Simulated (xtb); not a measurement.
xtb input:

```bash
xtb mol.xyz --gfn 2 --ohess tight --chrg 1 --uhf 0
```
mol.xyz:
```
12

N     -0.58587255     1.49171817    -0.66733171
Si    -0.19453905    -0.01472282    -0.07378655
N     -1.19749315    -0.60867884     1.09369608
O      0.48870302    -1.21499712    -0.98252126
O      1.48817760     0.29938983     0.60690378
H     -0.01752174     2.07593092    -1.19351444
H     -1.60916186     1.75157226    -0.63024984
H     -1.73838081    -0.03558733     1.69949146
H     -1.27496452    -1.60582281     1.36059586
H      0.03167552    -1.56799005    -1.74655108
H      2.23666540    -0.31281232     0.46583980
H      1.62885994     0.83170769     1.42759794
```

Problem. Predict the final energy.

Solution. -18.95653 Eh (GFN2-xTB).

It need not be the lowest isomer of its formula.
